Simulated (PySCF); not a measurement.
# Basis and Hamiltonian dependence of the excitation energy of I(2+)

I(2+) [Kr] 4d10 5s2 5p3 (4S) → I(2+) [Kr] 4d10 5s1 5p3 5d1 (6D). Calculated with PySCF 2.14 from differences of total energies of unrestricted determinants, without spin-orbit coupling. Values in eV.

| basis | Hamiltonian | functions | UHF | PBE | PBE0 | MP2 (valence) | CCSD(T) (valence) |
| --- | --- | --- | --- | --- | --- | --- | --- |
| aug-cc-pVDZ-PP with ECP28MDF | ECP | 32 | 20.296 | 22.873 | 22.495 | 21.305 | 21.560 |
| aug-cc-pVTZ-PP with ECP28MDF | ECP | 55 | 20.112 | 22.747 | 22.364 | 21.296 | 21.504 |
| def2-TZVPPD with the def2 core potential (28 electrons) | ECP | 59 | 20.081 | 22.708 | 22.325 | 21.312 | 21.545 |
| aug-cc-pVTZ-DK3 | spin-free X2C | 68 | 20.144 | 22.629 | 22.283 | 21.320 | 21.527 |
| def2-QZVPPD with the def2 core potential (28 electrons) | ECP | 91 | 20.013 | 22.669 | 22.280 | 21.312 | 21.491 |
| aug-cc-pVQZ-PP with ECP28MDF | ECP | 92 | 20.096 | 22.742 | 22.356 | 21.380 | 21.549 |
| aug-cc-pVQZ-PP with one added diffuse shell each of s, p, d, f, g type with ECP28MDF | ECP | 117 | 20.096 | 22.742 | 22.356 | 21.381 | n/a |
| x2c-QZVPPall with one added diffuse shell each of s, p, d, f type | spin-free X2C | 128 | 20.138 | 22.638 | 22.291 | 21.408 | n/a |

Frozen in the all-electron rows: valence: [Kr] 4d10; with a core potential, the same shells as far as they lie outside it.
